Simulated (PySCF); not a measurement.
A survey of $^{29}$Si NMR shifts

PySCF calculation with geometry from GFN2-xTB and NMR shieldings at PBE0/pcSseg-1/GIAO; a single conformation, equivalent nuclei averaged, non-relativistic Hamiltonian, no solvent model.

Shieldings were converted by a linear fit to measured shifts: $^{29}$Si: δ = 279.94 − 0.822σ (rms 8.9 ppm, 72 shifts, 25.8 ppm with the 6 outliers that the fit left out vs TMS, solution or neat liquid). Occasional misses reach two or three times the rms, and more in compound classes unlike the fitted ones.

Q: Give the $^{29}$Si shifts of `CC#C[Si@H](F)CC`, `C[Si@H](O)[SiH2]S`.

A: 
| compound | environment | δ (ppm) |
| --- | --- | --- |
| CC#C[Si@H](F)CC | silicon bonded to 2 C, F, H | -16.4 |
| [CH3:1][Si@H:2]([OH:3])[SiH2:4][SH:5] | Si2: silicon bonded to C, O, Si, H | -11.4 |
| [CH3:1][Si@H:2]([OH:3])[SiH2:4][SH:5] | Si4: silicon bonded to S, Si, 2 H | -61.6 |

Q: Match the shifts -10.0, -21.2, -35.2, -83.4 ppm to `CC#C[SiH2]C#CC#CC=O`, `CO[C@@H]1C=C[SiH2]O1`, `CO[SiH2]CC=C=O`, `C=CO[Si@H](C)C=O`.

A: -10.0: CO[C@@H]1C=C[SiH2]O1 (silicon bonded to C, O, 2 H, in a 5-membered ring); -21.2: CO[SiH2]CC=C=O (silicon bonded to C, O, 2 H); -35.2: C=CO[Si@H](C)C=O (silicon bonded to 2 C, O, H); -83.4: CC#C[SiH2]C#CC#CC=O (silicon bonded to 2 C, 2 H).
